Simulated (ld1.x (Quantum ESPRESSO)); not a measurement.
# Pseudopotential generation for B (Z = 5): PAW, PBE, scalar-relativistic.

- Element: B
- Generator: ld1.x (Quantum ESPRESSO) 7.5
- Type: PAW
- Functional: PBE
- Relativity: scalar-relativistic
- Frozen core: [He]
- Valence charge: 3
- Reference configuration: 2s2 2p1
- Partial waves: 2s (bound): rcut 1.30, rcutus 1.75 bohr; 2s channel at -0.1 Ry: rcut 1.30, rcutus 1.75 bohr; 2p (bound): rcut 1.65, rcutus 2.20 bohr; 2p channel at 3.1 Ry: rcut 1.65, rcutus 2.20 bohr
- Local potential: all-electron potential smoothed inside 2.20 bohr (lloc = -1)
- Core correction: Bessel-smoothed model core, default radius (core density twice the valence density)
- Augmentation charge: PSQ, inside the norm-conserving radii

All-electron outer shells of the reference configuration (PBE, scalar-relativistic, ld1.x):

```csv
shell,level (eV),outermost node (bohr),outermost maximum (bohr)
1s,-180.59,–,0.21
2s,-9.44,0.46,1.52
2p,-3.61,–,1.57
```

(1) Estimate the cutoffs (Ry, on a coarse ladder) from which the occupation-weighted sum of valence levels, in a spherical-Bessel basis at the reference potential, stays within 10 and 1 mRy of its value at 400 Ry.

(2) What does a ghost test show?

(3) Is the overlap operator S = 1 + Σ q|β⟩⟨β| positive definite (Bessel basis up to 400 Ry)?

(4) Which valence shell sets the plane-wave cutoff?

(5) Tests: 2s2 2p0; 2s1 2p0; 2s2 2p0.5; 2s2 2p1.3; 2s1 2p1; 2s0 2p3; 2s1 2p2. Which has the largest error in its energy relative to the reference configuration, and how large is it?

Results:

(1) 10 Ry and 15 Ry.

(2) No extra level below or beside the all-electron valence levels (s, p, d, f tested).

(3) Yes: its lowest eigenvalue is 0.57 (s channel).

(4) 2p: its level needs 15 Ry to come within 1 mRy, against 8 Ry for 2s.

(5) 2s1 2p1, with -2.7 meV (all-electron minus pseudo) on +14.36 eV.
